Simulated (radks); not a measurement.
The numbers below are computed, except where a source is named.
Q: The mean radii <r> (bohr) of the occupied orbitals of an atom or ion are listed with their occupations. Level of theory: Dirac Kohn-Sham, PBEsol, spin-unpolarised, spherical densities, finite nucleus; Fermi nuclear charge, rms radius of each element as measured or else 0.836 A^(1/3) + 0.57 fm (a radial shooting solver on a logarithmic mesh with Libxc functionals).

| orbital | occ. | <r> |
|---|---|---|
| 1s1/2 | 2 | 0.01688 |
| 2s1/2 | 2 | 0.07049 |
| 2p1/2 | 2 | 0.05799 |
| 2p3/2 | 4 | 0.06654 |
| 3s1/2 | 2 | 0.1834 |
| 3p1/2 | 2 | 0.1736 |
| 3p3/2 | 4 | 0.1893 |
| 3d3/2 | 4 | 0.1648 |
| 3d5/2 | 6 | 0.1696 |
| 4s1/2 | 2 | 0.4071 |
| 4p1/2 | 2 | 0.4095 |
| 4p3/2 | 4 | 0.4436 |
| 4d3/2 | 4 | 0.4520 |
| 4d5/2 | 6 | 0.4632 |
| 5s1/2 | 2 | 0.9280 |
| 4f5/2 | 6 | 0.4953 |
| 4f7/2 | 8 | 0.5023 |
| 5p1/2 | 2 | 1.004 |
| 5p3/2 | 4 | 1.104 |
| 5d3/2 | 4 | 1.551 |
| 5d5/2 | 6 | 1.628 |
| 6p1/2 | 0.333333 | 4.013 |
| 6p3/2 | 0.666667 | 4.714 |

Name the element and its charge. Open shells, if any, are shared by 2j + 1.

A: Z = 79, gold, charge 0: Au in [Xe] 4f14 5d10 6p1. The 1s radius gives Z: for a bare nucleus <r> = (2 gamma + 1)/(2Z) with gamma = sqrt(1 - (Z/c)^2), 0.01667 bohr for Z = 79, and screening makes it slightly larger (0.01688 here). The occupations add up to 79, and the charge is Z minus that.
